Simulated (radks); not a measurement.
Species: the erbium ion Er27+. Configuration: [Kr] 4d5 (the NIST ground configuration). Method: non-relativistic Kohn-Sham, LB94 model potential, spin-polarised, spherical densities, point nucleus; open shells are filled with parallel spins first (spin-orbit coupling, left out, can overturn this in heavy ions); relativity is left out, which matters for an element this heavy; computed with a radial shooting solver on a logarithmic mesh with Libxc functionals. Some entries of the table are withheld. Estimate them.

| orbital | occ. | eigenvalue (Ry) | <r^2> (bohr^2) |
|---|---|---|---|
| 1s down | 1 | -4008.687 | 0.0006630 |
| 1s up | 1 | -4008.672 | 0.0006630 |
| 2s up | 1 | -705.8374 | 0.01046 |
| 2s down | 1 | -705.7080 | 0.01045 |
| 2p up | 3 | -677.2950 | 0.007754 |
| 2p down | 3 | -677.2318 | 0.007750 |
| 3s down | 1 | -210.5287 | 0.06578 |
| 3s up | 1 | -210.5216 | 0.06572 |
| 3p up | 3 | -197.6122 | 0.06105 |
| 3p down | 3 | -197.5649 | 0.06113 |
| 3d up | 5 | -173.6281 | 0.04796 |
| 3d down | 5 | -173.4551 | 0.04807 |
| 4s up | 1 | -88.40445 | 0.2817 |
| 4s down | 1 | -87.86420 | 0.2812 |
| 4p up | 3 | -82.99446 | 0.2844 |
| 4p down | 3 | -82.46437 | 0.2839 |
| 4d up | 5 | (1) | 0.2836 |
| 4d down | 0 | (2) | 0.2826 |
| 5s up | 0 | (3) | (4) |
| 5s down | 0 | (5) | (6) |
| 5p up | 0 | -46.42899 | 0.8924 |
| 5p down | 0 | -46.17533 | 0.8982 |

Answer. 
(1) 4d up eigenvalue (Ry): -73.32162
(2) 4d down eigenvalue (Ry): -72.84314
(3) 5s up eigenvalue (Ry): -48.90121
(4) 5s up <r^2> (bohr^2): 0.8615
(5) 5s down eigenvalue (Ry): -48.63374
(6) 5s down <r^2> (bohr^2): 0.8667
